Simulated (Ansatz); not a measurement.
`C/C([SiH3])=N\[SiH3]` + `[OH][GeH2][O][SiH3]` → `[SiH3][O][GeH2][O][SiH3]` + `CC(=N)[SiH3]`  (ligand exchange at the Si–N bond)

Program: Ansatz. Geometries: PBE0-D4/def2-TZVP. ΔE: electronic, gas phase. CBS: MP2 limit from def2 TZ/QZ plus the TZ coupled-cluster correction, frozen cores. DFT in def2-TZVPP. For Ge outer-core shells are correlated without core-valence functions, which leaves a few kJ/mol of doubt a bond. Scalar relativity is left out up to krypton. Each species was taken in one conformer, which may not be the lowest.

(1) Is it downhill or uphill in electronic energy at CCSD(T)/CBS, and by how much? (Best estimate.)

(2) What do these levels give: r2SCAN-D4, ωB97X-V, ωB97M-V, PBE0, HF/def2-TZVPP, MP2/def2-TZVPP, CCSD/def2-TZVPP, CCSD(T)/def2-TZVPP, HF/def2-QZVPP, HF/CBS(def2), MP2/CBS(def2), CCSD/CBS(def2)? (Best estimate.)

Largest T1 diagnostic among the species: 0.013.

## Answers

(1) Computed: Downhill: ΔE = -76.4 kJ/mol.

(2) Ansatz gave: r2SCAN-D4 -69.9, ωB97X-V -75.0, ωB97M-V -73.9, PBE0 -67.5, HF/def2-TZVPP -87.7, MP2/def2-TZVPP -74.9, CCSD/def2-TZVPP -79.6, CCSD(T)/def2-TZVPP -77.2, HF/def2-QZVPP -89.1, HF/CBS(def2) -89.2, MP2/CBS(def2) -74.1, CCSD/CBS(def2) -78.7 kJ/mol.

In def2-TZVPP, CCSD(T) changes the Hartree–Fock value by +10.4 kJ/mol (the triples alone add +2.3 kJ/mol) and MP2 by +12.7 kJ/mol. From PBE to PBE0 (25 % exact exchange), in def2-TZVPP and without D4, ΔE moves by −5.8 kJ/mol.
